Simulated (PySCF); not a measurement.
Identify the unknown among the candidates.

All candidates are C8H8.

* 13C NMR: chemical shifts (computed TMS as zero) by class: 92.3 (2 C), 78.9 (2 C), 32.7 (2 C), 26.9 (2 C) ppm [GIAO PBE0/pcSseg-1]
* 1H NMR: chemical shifts (computed TMS as zero) by class: 3.03 (2 H), 2.31 (2 H), 2.09 (2 H), 1.85 (2 H) ppm [GIAO PBE0/pcSseg-1]
* Dipole: 0.89 D [PBE0/pcSseg-1]
* Rotational structure: rotational constants A, B, C: 3.252, 1.563, 1.154 GHz [GFN2-xTB]

Electronic properties: PySCF, gas phase, density fitting. Levels stand in brackets. One conformer (not necessarily the lowest) at the GFN2-xTB geometry, without solvent, vibrations or thermal averaging. NMR values are class means; diastereotopic atoms form classes of their own.

Question: Which candidate is it?
A. `CC#CC1C=CC=C1`
B. `C#C[C@@H]1CC[C@H]1C#C`
C. `C1=CC2C3C=CC1C23`
D. `C#CC(=C)[C@@H]1[C@@H]2C[C@@H]21`
E. `CC#CC#CC1CC1`

Answer: B. It is `C#C[C@@H]1CC[C@H]1C#C`. Numbering: `[CH:1]#[C:2][C@@H:3]1[CH2:4][CH2:5][C@H:6]1[C:7]#[CH:8]`. Its formula, C8H8, gives 5 degrees of unsaturation: 1 ring and 4 π bonds in the structure found. 8 carbons fall into 4 classes; from least to most shielded: alkyne carbon [C2/C7] (92.3 ppm, 2 C), terminal alkyne carbon [C1/C8] (78.9 ppm, 2 C), propargylic carbon [C3/C6] (32.7 ppm, 2 C), four-membered-ring carbon [C4/C5] (26.9 ppm, 2 C). Hydrogen classes from least to most shielded: 2 H on 2 propargylic carbons, C3/C6 (3.03 ppm), 2 H on 2 four-membered-ring carbons, C4/C5 (2.31 ppm), 2 H on 2 four-membered-ring carbons, C4/C5 (2.09 ppm), 2 H on 2 terminal alkyne carbons, C1/C8 (1.85 ppm). The optimised geometry has point group C2 and is an asymmetric top.

The others, at the same levels:
- `CC#CC1C=CC=C1` fails: it has 6 carbon classes against 4; its computed 13C shifts are 146.1 (2 C), 139.4 (2 C), 84.6 (1 C), 77.0 (1 C), 46.6 (1 C), 4.8 (1 C) ppm, 1H shifts are 6.64 (2 H), 6.62 (2 H), 3.93 (1 H), 1.95 (3 H) ppm and rotational constant A is 5.814 GHz (against 3.252 GHz).
- `C#CC(=C)[C@@H]1[C@@H]2C[C@@H]21` fails: it has 7 carbon classes against 4; its computed 13C shifts are 134.1 (1 C), 130.4 (1 C), 89.2 (1 C), 86.8 (1 C), 51.4 (1 C), 27.7 (1 C), 6.9 (2 C) ppm, 1H shifts are 5.97 (1 H), 5.65 (1 H), 2.79 (1 H), 2.58 (1 H), 2.01 (2 H), 1.34 (1 H), 0.96 (1 H) ppm and rotational constant A is 4.209 GHz (against 3.252 GHz).
- `C1=CC2C3C=CC1C23` fails: it has 5 carbon classes against 4; its computed 13C shifts are 137.6 (2 C), 125.4 (2 C), 56.1 (1 C), 52.0 (1 C), 45.7 (2 C) ppm, 1H shifts are 5.98 (2 H), 5.12 (2 H), 3.02 (2 H), 2.95 (1 H), 2.93 (1 H) ppm and rotational constant A is 3.489 GHz (against 3.252 GHz).
- `CC#CC#CC1CC1` fails: it has 7 carbon classes against 4; its computed 13C shifts are 85.6 (1 C), 77.3 (1 C), 73.1 (1 C), 69.1 (1 C), 11.6 (2 C), 5.5 (1 C), 3.0 (1 C) ppm, 1H shifts are 2.11 (3 H), 1.41 (1 H), 0.74 (2 H), 0.68 (2 H) ppm and rotational constant A is 12.567 GHz (against 3.252 GHz).

Each candidate is one conformer, not necessarily the lowest. Dipoles, sizes and rotational constants follow the conformer. The torsions of the flexible species, by atom-mapped SMILES:
- `[CH:1]#[C:2][C:3](=[CH2:4])[C@@H:5]1[C@@H:6]2[CH2:7][C@H:8]12`: C2–C3–C5–C6 153°

The conformers of `C1=CC2C3C=CC1C23` aren't listed.
